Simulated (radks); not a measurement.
Spherical quantum dot in the effective-mass picture: electrons in a well V = -V0 / (1 + exp((r - R)/a)) with V0 = 10.9, R = 6.23, a = 0.28, all in effective atomic units (hartree* = m*/eps^2 hartree, bohr* = eps/m* bohr), one dielectric constant everywhere. Method: non-relativistic Kohn-Sham, LDA (Slater exchange, Perdew-Wang correlation), spin-polarised, spherical densities; computed with a radial shooting solver with Libxc functionals. Levels are named by radial order and angular momentum (1s, 1p, 1d, 2s, ...), and open shells are averaged over m. Results are scaled to m* = 0.484 and eps = 8.7, for which hartree* = 174 meV and bohr* = 0.9512 nm.

N = 24, configuration 1s2 1p6 1d10 1f(up 6, down 0). This is the lowest configuration that the search found. Occupied and some empty levels:

| level | occupation | eigenvalue (meV) | <r> (nm) |
|---|---|---|---|
| 1s up | 1 | -1020.7 | 4.094 |
| 1s down | 1 | -1014.3 | 4.070 |
| 1p up | 3 | -1010.0 | 4.178 |
| 1p down | 3 | -1003.4 | 4.164 |
| 1d up | 5 | -990.32 | 4.269 |
| 1d down | 5 | -983.55 | 4.262 |
| 1f up | 6 | -962.64 | 4.356 |
| 1f down | 0 | -955.74 | 4.352 |
| 1g up | 0 | -927.65 | 4.435 |
| 1g down | 0 | -920.68 | 4.434 |
| 2s up | 0 | -918.14 | 2.644 |
| 2s down | 0 | -915.99 | 2.628 |
| 2p up | 0 | -882.09 | 3.103 |
| 2p down | 0 | -879.07 | 3.090 |
| 2d up | 0 | -837.69 | 3.400 |
| 2d down | 0 | -834.00 | 3.388 |

Energy (meV): total -33756.0, kinetic 1798.8, external -44750, Hartree 10404, exchange-correlation -1209.3.

Electron density:

| r (nm) | n(r) (e/nm^3) |
|---|---|
| 0.389 | 0.0005483 |
| 1.04 | 0.001172 |
| 1.69 | 0.003344 |
| 2.34 | 0.009576 |
| 2.99 | 0.02389 |
| 3.64 | 0.04665 |
| 4.29 | 0.05956 |
| 4.93 | 0.03402 |
| 5.58 | 0.003970 |
| 6.23 | 0.00004376 |
| 6.88 | 1.342e-07 |
